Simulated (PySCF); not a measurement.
# Correlation energy of Mn³⁺ (manganese, charge +3)

[Ar] 3d4, high-spin 5D determinant. Computed with PySCF 2.14 in def2-TZVPPD, with the non-relativistic Hamiltonian (point nucleus). Frozen: [Ne]; 12 electrons correlated.

| level | correlation energy (mhartree) |
| --- | --- |
| CCSD | -341.48 |
| (T) | -5.33 |
| CCSD(T) | -346.81 |

Diagnostics: T1 = 0.0037, D1 = 0.0085, largest double amplitude 0.028.

Cost of the coupled-cluster step: about 18 core-seconds, for 12 correlated electrons.

This basis was not built for core-valence correlation, so the inner-shell part is incomplete.
